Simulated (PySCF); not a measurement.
GeH₃O₃, SMILES [OH][Ge]([OH])[OH] (connectivity only; charge and spin as stated), charge +1, multiplicity 1.

Geometry: ωB97X-D3(BJ)/def2-SVP. The multiplicity is an assumed one; other spin states were not compared. The isomer is the one that the SMILES or the coordinates give; other isomers of the formula were not compared. Other conformers were not sampled.

Computed with PySCF 2.14.0 with ωB97X-D3(BJ)/def2-SVP.

Frequencies are harmonic and unscaled.

Computed harmonic wavenumbers and intensities:
```csv
mode,ν (cm⁻¹),IR (km/mol),Raman (Å⁴/amu),depolarisation,moving atoms (share of kinetic energy)
1,219,47.2,0.1,0.75,"O 58 %, Ge 41 %"
2,224,26.6,2.2,0.74,"O 70 %, H 15 %, Ge 15 %"
3,231,4.1,1.8,0.66,"O 72 %, Ge 15 %, H 13 %"
4,295,2.4,0.2,0.75,"H 91 %, O 9 %"
5,374,110.6,0.9,0.75,"H 88 %, O 12 %"
6,420,305.4,0.2,0.75,H 96 %
7,761,5.3,20.8,0.06,"O 88 %, H 12 %"
8,773,273.7,0.4,0.58,"H 71 %, O 26 %"
9,818,142.8,3.2,0.11,"O 52 %, H 43 %"
10,902,106.3,1.1,0.37,"H 85 %, O 13 %"
11,908,7.3,4.2,0.74,"O 56 %, Ge 22 %, H 22 %"
12,939,28.7,4.2,0.74,"H 41 %, O 37 %, Ge 21 %"
13,3809,449.7,41.1,0.35,H 94 %
14,3822,154.3,34.5,0.49,H 94 %
15,3837,369.3,130.1,0.17,H 94 %
```
